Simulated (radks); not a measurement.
Question: Species: Rb I. Configuration: [Kr] 4d1 (not the ground configuration). Method: Dirac Kohn-Sham, revPBE, spin-unpolarised, spherical densities, finite nucleus; open shells fill j = l - 1/2 first; Fermi nuclear charge, rms radius 4.2036 fm; computed with a radial shooting solver on a logarithmic mesh with Libxc functionals. Some entries of the table are withheld. Estimate them.

orbital  occ.  eigenvalue (Ry)  <1/r> (bohr^-1)  <r^2> (bohr^2)
1s1/2       2        -1104.680            37.88        0.002187
2s1/2       2              (1)            8.504         0.03722
2p1/2       2        -133.8879              (2)         0.02846
2p3/2       4        -129.4208              (3)         0.02988
3s1/2       2        -21.99685            2.824          0.2992
3p1/2       2              (4)            2.711             (5)
3p3/2       4              (6)            2.636             (7)
3d3/2       4         -7.80058            2.402             (8)
3d5/2       6         -7.68666            2.383             (9)
4s1/2       2         -2.43708           0.9201           2.419
4p1/2       2         -1.31090             (10)           3.338
4p3/2       4         -1.24646             (11)           3.489
4d3/2       1         -0.04677           0.1789           82.17
4d5/2       0         -0.04630           0.1760           83.67

Answer: 
(1) 2s1/2 eigenvalue (Ry): -147.6294
(2) 2p1/2 <1/r> (bohr^-1): 8.472
(3) 2p3/2 <1/r> (bohr^-1): 8.161
(4) 3p1/2 eigenvalue (Ry): -17.07483
(5) 3p1/2 <r^2> (bohr^2): 0.3060
(6) 3p3/2 eigenvalue (Ry): -16.40393
(7) 3p3/2 <r^2> (bohr^2): 0.3184
(8) 3d3/2 <r^2> (bohr^2): 0.3352
(9) 3d5/2 <r^2> (bohr^2): 0.3400
(10) 4p1/2 <1/r> (bohr^-1): 0.7823
(11) 4p3/2 <1/r> (bohr^-1): 0.7630
